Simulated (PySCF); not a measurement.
CH₄ClGeNSi. Atoms are numbered in the order given.

```xyz
9

Cl     2.0576    -1.4675    -0.3106
Si     0.9412     0.0857     0.4955
N      0.7456     1.4523    -0.6557
C     -0.5233     1.5391    -0.8259
Ge    -1.4478     0.0636     0.2166
H      1.6110     0.5044     1.7552
H     -0.9569     2.3376    -1.4587
H     -2.4499     0.4999     1.3120
H     -2.1093    -1.0285    -0.6531
```

Coordinates come from a B3LYP-D3(BJ)/def2-SVP optimisation. The structure was generated by enumeration; whether it is a known compound was not checked.

Level of theory: PBE/pcSseg-1 run with PySCF.

GIAO shieldings, no solvent; atoms listed in one row are averaged. δ = σ(ref) − σ: ³⁵Cl against HCl (σ = 936.5 ppm); ²⁹Si against TMS (σ = 335.4 ppm); ¹⁵N against NH3 (σ = 267.0 ppm); ¹³C against TMS (σ = 182.0 ppm); ⁷³Ge against GeH4 (σ = 1614.4 ppm); ¹H against TMS (σ = 31.49 ppm), references at their B3LYP-D3(BJ)/def2-TZVP geometries, non-relativistic (without spin–orbit terms, shifts of atoms bonded to Cl or Br come out too high).

Estimate the chemical shifts. (The exact figures need the calculation; the answer reports its results.)


```csv
nucleus,atoms,count,δ (ppm)
³⁵Cl,Cl1,1,80.0
²⁹Si,Si2,1,32.2
¹⁵N,N3,1,543.2
¹³C,C4,1,219.3
⁷³Ge,Ge5,1,269.2
¹H,H7,1,10.75
¹H,H6,1,6.89
¹H,H8,1,6.46
¹H,H9,1,6.19
```
